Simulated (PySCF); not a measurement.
MI for M along group 3

PBE0 with triple-zeta basis sets in PySCF, for the lowest determinant that a PBE0 search found; no spin–orbit coupling. De refers to high-spin ground-configuration atoms. A positive dipole means M(−)I(+).

```csv
M,basis,state (unpaired electrons),Re (Å),ωe (cm⁻¹),De (eV),μ (D)
Sc,x2c-TZVPPall,"triplet (σ ↑, δ ↑)",2.694,253,3.57,-4.01
Y,def2-TZVPP,singlet (closed shell),2.763,214,3.88,-2.56
La,def2-TZVPP,"triplet (σ ↑, δ ↑)",2.949,174,4.00,-5.36
```

The shortest bond is that of ScI (2.694 Å), the longest that of LaI (2.949 Å).

The rows differ in basis set, which adds steps of its own.

The state changes along the series, so neighbouring rows are not always alike in their bonding.

The metal atom is held in its measured ground configuration; semilocal functionals can put another filling of s and d lower by some tenths of an eV, and De to that atom would be smaller. These are scalar-relativistic numbers at best; spin–orbit coupling would shift them, the dissociation energy most. With d or f electrons several states lie close, and the lowest PBE0 determinant need not be the measured ground state.
